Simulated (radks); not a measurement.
The mean radii <r> (bohr) of the occupied orbitals of an atom or ion are listed with their occupations. Calculated with a radial shooting solver on a logarithmic mesh with Libxc functionals: non-relativistic Kohn-Sham, r2SCAN, spin-unpolarised, spherical densities, point nucleus; meta-GGA in the generalised Kohn-Sham scheme.

| orbital | occ. | <r> |
|---|---|---|
| 1s | 1 | 1.634 |

Name the element and its charge.

Answer. Z = 1, hydrogen, charge 0: H in 1s1. The 1s radius gives Z: for a bare nucleus <r> = 1.5/Z, 1.5 bohr for Z = 1, and the self-interaction of the functional makes it slightly larger (1.634 here). The occupations add up to 1, and the charge is Z minus that.
